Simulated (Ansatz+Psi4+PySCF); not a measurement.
Values are calculated unless marked as measured or tabulated.
Input for PySCF 2.14.0:

```python
from pyscf import gto, scf, mp

mol = gto.M(atom="""
Fe 0.000000 0.000000 0.000000
O -1.763800 0.457900 -0.774400
H -2.439100 1.063000 -0.387100
H -2.139700 0.125700 -1.623300
""", basis='cc-pvtz', charge=2, spin=4)
mf = scf.UHF(mol)
mf.kernel()
pt = mp.MP2(mf, frozen=10).run()
print(mf.e_tot, pt.e_corr, pt.e_tot)
```

The script is written out from the run's settings.

Results

```yaml
Converged: yes
Reference_energy: -1337.84032 hartree
Correlation_energy: -0.39491 hartree
Total_energy: -1338.23522 hartree
Spin_squared_of_the_determinant: 6.005
```

Messages of the program:
```
WARN: HOMO 0.150447856599051 >= LUMO 0.0694037823796556
WARN: HOMO -2.16885769642534 >= LUMO -2.61488779521005
WARN: HOMO -1.72536248889649 >= LUMO -2.52261358080866
WARN: HOMO -1.707087828087 >= LUMO -2.04966337648388
```

This is not the lowest solution: another run reaches a determinant 0.29 eV lower. Caution: other spin multiplicities were not run; the determinant may break the point group; another reference gives a lower total.
